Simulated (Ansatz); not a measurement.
Cost and result up the ladder for Sn₇Ge₇H₂₀, an alloyed nanocrystal cut from the lattice of tin (7 Ge, random) (34 atoms). Total charge 0; singlet. Geometry: r2SCAN-D4/def2-SVP.

Cartesian coordinates in Å:
```
Sn -1.058 3.309 -1.872
Sn 2.898 -1.717 2.215
Sn 1.905 0.221 -1.666
Sn 0.009 1.668 1.907
Ge -3.663 0.792 0.165
Ge -0.898 -2.107 0.387
Sn -1.981 -0.636 -3.296
Sn 2.043 0.607 3.509
Ge 0.923 2.334 -0.460
Ge -2.913 1.468 -2.049
Sn 4.001 -0.958 -0.237
Ge 0.775 -3.196 1.786
Ge -0.023 -1.552 -1.820
Ge -1.839 -0.143 1.483
H -0.524 3.752 -3.446
H -1.690 4.716 -1.107
H 4.022 -2.607 3.175
H 2.385 0.658 -3.265
H -0.721 3.053 2.634
H -4.252 2.006 0.914
H -4.784 -0.258 0.023
H -2.054 -3.117 0.182
H -1.406 -0.204 -4.858
H -3.215 -1.820 -3.485
H 3.327 1.741 3.666
H 1.457 0.264 5.091
H 2.034 3.401 -0.309
H -4.127 2.043 -2.817
H 5.317 0.128 -0.013
H 4.596 -2.321 -1.103
H 1.189 -4.523 1.116
H 0.129 -3.550 3.143
H 0.548 -2.851 -2.439
H -2.412 -0.601 2.846
```

Ansatz on 2 threads of AMD EPYC 7R13 on a shared host and a share (18 GiB) of an NVIDIA H100 80GB HBM3. Times are rough, and most runs start from the orbitals of an earlier one. No level here is sound enough to serve as a yardstick. Binding counts from free atoms at the same level (Sn triplet, Ge triplet, H doublet; other spins of the atoms weren't run), without zero-point energy or a counterpoise term.

In the def2 sets Sn takes a core potential, while STO-3G treats all electrons; there is no spin–orbit coupling. Correlated methods freeze 91 core orbitals; core or outer-core shells of Sn, Ge are correlated, in sets that lack core-valence functions. The rows differ in basis, and correlated rows in double-zeta sets carry the largest basis error. Single mean-field runs in def2-SVP, def2-TZVP are fitted with def2-universal-jkfit.

Correlated methods converge slowly with the basis, most of all in double-zeta sets.

| level | functions | wall time |
| --- | --- | --- |
| HF/def2-SVP | 506 | 5.5 s |
| PBE-D4/def2-TZVP | 806 | 5.5 s |
| PBE0-D4/def2-TZVP | 806 | 6.5 s |
| HF/STO-3G | 335 | 6.5 s |
| PBE0-D4/def2-SVP | 506 | 7 s |
| PBE-D4/def2-SVP (with forces) | 506 | 7 s |
| r2SCAN-D4/def2-SVP (with forces) | 506 | 7.5 s |
| B97M-V/def2-SVP | 506 | 7.5 s |
| MP2/def2-SVP | 506 | 17 s |

Q: Estimate what each level gives for the binding energy per atom (eV).

A: 
```
                           level  binding energy per atom (eV)
                     HF/def2-SVP                          1.81
                PBE-D4/def2-TZVP                          2.66
               PBE0-D4/def2-TZVP                          2.66
                       HF/STO-3G                          3.71
                PBE0-D4/def2-SVP                          2.65
   PBE-D4/def2-SVP (with forces)                          2.65
r2SCAN-D4/def2-SVP (with forces)                          2.67
                 B97M-V/def2-SVP                          2.71
                    MP2/def2-SVP                          2.47
```
